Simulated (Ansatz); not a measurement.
Species: ZnH$_{2}$, charge 1, multiplicity 2. The spin state was set by rule; other spins were not relaxed. 
Geometry from a B3LYP-D3(BJ)/def2-TZVP (Ansatz, a quantum-chemistry and plane-wave program) optimisation:
```xyz
3

Zn     0.0000     0.0000     0.0000
H      0.0000     0.0000     1.6558
H      0.0000     0.0000    -1.6558
```
Charge +1, spin multiplicity 2.

Basis-set convergence of Hartree-Fock and MP2 correlation energies (hartree) with Ansatz. Correlated levels leave the core frozen unless marked. Open shells are spin-unrestricted. No spin-orbit coupling. The frozen core is the preceding noble-gas configuration, with the filled d and f shells of earlier blocks. No relativistic terms. The program attaches cautions to a run behind MP2/def2-SVP: other roots.

The UHF reference is spin-contaminated (<S^2> 0.16 over the pure value in the largest basis). 

```tsv
basis	functions	E(HF)	E(corr, MP2)
def2-SVP	41	-1778.33184	-0.29008
def2-TZVPP	92	-1778.57627	-0.48643
def2-QZVPP	160	-1778.61752	-0.52003
```

Extrapolating the two largest sets (X = 3 and 4) as X^-3: E(corr) = (64·(-0.52003) - 27·(-0.48643))/37 = -0.5445 Eh, an estimate of the basis-set limit. The largest set recovers 95.5 % of it, the smallest 53.3 %.
